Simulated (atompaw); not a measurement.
# Pseudopotential generation for bismuth (Bi): PAW (atompaw), LDA (PW92), scalar-relativistic.

atompaw 4.2.0.5 input, output lines left out:

```
Bi 83
LDA-PW scalarrelativistic loggrid 2001 logderivrange -4 5 226
6 6 5 4 0 0
6 0 1
6 1 4
0 0 0
c
c
c
c
c
v
c
c
c
c
v
c
c
v
c
2
2.65 2.60 2.15 2.40
y
0.05
n
y
3.3
n
y
-1.55
n
custom polynom gramschmidtortho sinc
3 1 troulliermartins
2.15
2.65
2.65
2.65
2.65
2.65
```

All-electron outer shells of the reference configuration (LDA (PW92), scalar-relativistic, ld1.x):

```csv
shell,level (eV),outermost node (bohr),outermost maximum (bohr)
4f,-154.71,–,0.34
5p,-97.68,0.48,0.86
5d,-28.80,0.51,1.03
6s,-15.79,0.98,1.86
6p,-5.42,1.14,2.41
```

Task: Estimate the cutoffs (Ry, on a coarse ladder) from which the occupation-weighted sum of valence levels, in a spherical-Bessel basis at the reference potential, stays within 10 and 1 mRy of its value at 400 Ry.

Result: 21 Ry and 30 Ry.

Task: What does a ghost test show?

Result: Ghost state, extra bound levels that the all-electron valence spectrum of the same l lacks: s at -298.3 eV. A true bound ghost makes a file unfit for plane-wave use.

Task: Is the overlap operator S = 1 + Σ q|β⟩⟨β| positive definite (Bessel basis up to 400 Ry)?

Result: Barely: its lowest eigenvalue is 0.008 (s channel).

Task: Which valence shell sets the plane-wave cutoff?

Result: 5d: its level needs 21 Ry to come within 1 mRy, against 12 Ry for 6s.
